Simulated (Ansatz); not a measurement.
Reaction (formal exchange of groups at a W–F bond): `[F][W]([F])([F])(=[S])[Cl]` + `O=S(=O)(Cl)Cl` → `[F][W]([F])(=[S])([Cl])[Cl]` + `O=S(=O)(F)Cl`

Program: Ansatz. Geometries: PBE0-D4/def2-TZVP. ΔE: electronic, gas phase. CCSD(T)/CBS adds triple-zeta CCSD(T) − MP2 to the extrapolated MP2 energy (def2 sets, frozen cores). DFT in def2-TZVPP. def2 core potentials past Kr. For W outer-core shells are correlated without core-valence functions, which leaves a few kJ/mol of doubt a bond.

`[F][W]([F])([F])(=[S])[Cl]`:

```xyz
6

F    -0.509   -1.742    0.371
W    -0.024   -0.007   -0.050
F    -0.417   -0.505   -1.791
F     1.112    1.219   -0.842
S    -1.619    1.151    0.645
Cl    1.458   -0.116    1.666
```

`O=S(=O)(Cl)Cl`:

Cartesian coordinates in Å:
```
O 0.299 0.558 -1.412
S 0.159 -0.091 -0.162
O 0.899 -1.244 0.194
Cl 0.435 1.285 1.280
Cl -1.792 -0.508 0.099
```

`[F][W]([F])(=[S])([Cl])[Cl]`:

Z-matrix (Å, degrees):
```
W
F 1 1.856
S 1 2.088 2 105.9
Cl 1 2.274 2 149.5 3 174.5
F 1 1.856 2 83.2 3 104.6
Cl 1 2.274 2 85.9 3 -104.0
```

`O=S(=O)(F)Cl`:

```xyz
5

O     1.360   -0.263    0.618
S     0.047    0.036    0.200
O    -1.024    0.271    1.086
F     0.137    1.264   -0.744
Cl   -0.521   -1.308   -1.160
```

CCSD(T)/CBS gives -6.8 kJ/mol.

(1) Another level gave +8.0 kJ/mol. Which?
A. CCSD(T)/def2-TZVPP
B. BLYP-D4/def2-TZVPP
C. PBE/def2-TZVPP
D. ωB97M-V/def2-TZVPP

Largest T1 diagnostic among the species: 0.021, so the coupled-cluster value is less sure than usual.

Answers

(1) C. PBE 8.0, ωB97M-V -4.3, CCSD(T)/def2-TZVPP -9.8, BLYP-D4 14.4 kJ/mol.

From BLYP to BHLYP (50 % exact exchange), in def2-TZVPP and without D4, ΔE moves by −21.9 kJ/mol. At CCSD(T), def2-SVP lies +10.8 kJ/mol from the extrapolated value and def2-TZVPP −3.0 kJ/mol. Leaving LDA and LC-ωPBE aside and taking each functional with its dispersion term where it has one, the values, not all of them listed here, spread over 30.8 kJ/mol, from PBE-QIDH to BLYP-D4. LDA lies −8.2 kJ/mol from PBE without D4.
